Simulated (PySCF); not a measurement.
# Correlation energy of Mo²⁺ (molybdenum, charge +2)

[Kr] 4d3 5s1, high-spin 5F determinant (an excited configuration). Calculation: PySCF 2.14, in x2c-QZVPPall (13s8p7d3f2g, 111 functions); the spin-free X2C one-electron Hamiltonian (Gaussian nucleus). Frozen: [Ar] 3d10; 12 electrons correlated.

MP2 pair energies summed by pair of shells (mhartree):

```
 pair   energy  share (%)
4p-4p  -104.65       32.8
4p-4d  -104.56       32.8
4s-4p   -37.07       11.6
4p-5s   -20.37        6.4
4d-4d   -16.17        5.1
4s-4d   -14.67        4.6
4d-5s   -13.53        4.2
4s-4s    -6.46        2.0
4s-5s    -1.47        0.5
```

Total MP2 correlation energy: -318.95 mhartree.

Same-spin part -100.34 and opposite-spin part -218.61 mhartree; SCS-MP2 scales them by 1/3 and 6/5 to -295.78 mhartree.

This basis was not built for core-valence correlation, so the inner-shell part is incomplete.
